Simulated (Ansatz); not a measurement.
Cartesian coordinates in Å:
```
C 0.172 -1.045 -0.761
O 0.656 -0.324 0.357
Ga -0.102 1.153 0.925
F -1.505 1.745 0.076
Cl 0.619 2.224 2.585
H 0.960 -1.106 -1.517
H -0.712 -0.587 -1.218
H -0.088 -2.060 -0.448
```

Charge 0, multiplicity 1.

Q: List the ωB97M-V/def2-TZVPP orbital energies in eV (the Gaussian-basis code of Ansatz). (Estimate.)

A: The calculation gave: Occupied: -10154.81, -2772.32, -1258.21, -1112.43, -1112.29, -1112.27, -676.85, -526.49, -282.89, -262.70, -200.17, -200.05, -200.03, -155.79, -108.33, -108.07, -108.01, -34.94, -31.22, -27.66, -27.33, -27.29, -27.21, -26.98, -25.49, -21.77, -16.89, -15.36, -15.35, -15.22, -14.11, -14.07, -13.28, -12.20, -12.00, -11.43, -10.98. Lowest empty: 0.40, 1.05, 2.91, 3.30, 4.30, 4.85, 5.01, 5.49.
